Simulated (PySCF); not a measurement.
Mayer bond orders and bond lengths

C5H6FNSi.
SMILES with atom numbers: `[CH2:1]=[CH:2]/[C:3](=[CH:4]/[C:5]#[N:6])[SiH2:7][F:8]` (hydrogens: H9, H10 on C1; H11 on C2; H12 on C4; H13, H14 on Si7)

Cartesian coordinates in Å at the GFN2-xTB level; atoms count from 1:
```
atom  x, y, z in Å
C1     2.183    0.585    0.489
C2     1.433   -0.226   -0.251
C3    -0.017   -0.245   -0.258
C4    -0.634   -1.026   -1.170
C5    -2.024   -1.122   -1.321
N6    -3.157   -1.219   -1.482
Si7   -1.024    0.805    0.963
F8    -0.351    0.618    2.417
H9     1.757    1.305    1.166
H10    3.258    0.551    0.440
H11    1.916   -0.931   -0.920
H12   -0.067   -1.631   -1.871
H13   -2.378    0.312    1.118
H14   -0.896    2.223    0.657
```

Bond orders from the PBE0/pcSseg-1 density (PySCF). The structure is a single GFN2-xTB conformer in the gas phase; no vibrational or solvent corrections.

Q: Where do the orders between heavy atoms depart from those drawn in the SMILES?

A: The largest departure is 0.305, at C3–C4 (drawn double, 1.695). Drawn single, order below 0.88: C3–Si7 (0.825). Drawn double or triple, more than 0.30 short of the drawn order: C3–C4 (1.695).

Q: Set the Mayer orders of the bonds beside their lengths.

A: 
| bond | drawn as | length (Å) | Mayer order |
| --- | --- | --- | --- |
| C1–C2 | double | 1.330 | 1.901 |
| C2–C3 | single | 1.450 | 1.101 |
| C3–C4 | double | 1.351 | 1.695 |
| C4–C5 | single | 1.401 | 1.070 |
| C5–N6 | triple | 1.149 | 2.975 |
| C3–Si7 | single | 1.899 | 0.825 |
| Si7–F8 | single | 1.613 | 0.905 |
| C1–H9 | single | 1.076 | 0.942 |
| C1–H10 | single | 1.077 | 0.941 |
| C2–H11 | single | 1.085 | 0.966 |
| C4–H12 | single | 1.086 | 0.940 |
| Si7–H13 | single | 1.449 | 0.930 |
| Si7–H14 | single | 1.457 | 0.929 |

Bonds between the same two heavy elements. C–C: lowest C4–C5 (1.070, 1.401 Å), highest C1–C2 (1.901, 1.330 Å); in 1 of the 6 pairs the longer bond (by over 0.003 Å) has the higher order (by 0.02 or more).

Q: Sum the orders of all bonds at each heavy atom with more than one neighbour and set the sums beside the valence in the SMILES.

A: C1 3.784 (drawn 4), C2 3.968 (drawn 4), C3 3.621 (drawn 4), C4 3.705 (drawn 4), C5 4.045 (drawn 4), Si7 3.589 (drawn 4). Orders between atoms that aren't bonded are not in these sums.

Mayer orders depend on the basis set.
